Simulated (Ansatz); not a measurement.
Job for Ansatz (a first-principles code): R-wB97X-V/def2-TZVPP on CH7GeN (SMILES [CH3][GeH2][NH2]), a point of a torsion scan.

Ansatz 0.2 input:
```yaml
crystal:
  periodic: [false, false, false]
  atoms:
    - {symbol: C, position_ang: [1.29626157, 0.49468258, 0.00154562]}
    - {symbol: Ge, position_ang: [-0.17388824, -0.80499057, -0.07269217]}
    - {symbol: N, position_ang: [-1.74026967, 0.10325596, 0.12418666]}
    - {symbol: H, position_ang: [2.26173360, -0.00141437, 0.02713807]}
    - {symbol: H, position_ang: [1.27614185, 1.14904464, -0.86685548]}
    - {symbol: H, position_ang: [1.20779779, 1.11035928, 0.89322064]}
    - {symbol: H, position_ang: [-0.13498141, -1.79992165, 1.05378708]}
    - {symbol: H, position_ang: [-0.13696801, -1.60238211, -1.36138689]}
    - {symbol: H, position_ang: [-2.55445381, -0.28591451, -0.32911685]}
    - {symbol: H, position_ang: [-1.69562458, 1.08208178, -0.12380457]}
basis:
  gaussian:
    orbitals: def2-TZVPP
hamiltonian:
  xc: {name: wB97X-V}
scf: {lower_state_search: off}
```

The head of its log:

```
WARN ansatz: RAYON_NUM_THREADS=1 ignored (pool sized by the plan → 1); use --threads N
Functional definition: wB97X-V
these checks for a lower state are left out or cut short: stability, starts, cluster_reference, orbital_swaps, neighbouring_geometries, increment
integrals: 0.16 GiB planned
1137 factors; their error is unknown
integrals: 0.19 GiB planned
277 factors; integrals over basis functions are off by at most 7.9e-6 eV
mean field: 1.33 GiB planned
mean field evaluation 1: about -59148.7698 eV, gradient 5.8e1 eV
mean field evaluation 2: about -59149.6511 eV, gradient 5.4e1 eV
```

Problem. Give the final energy of this run.

Solution. -2173.9049 hartree.
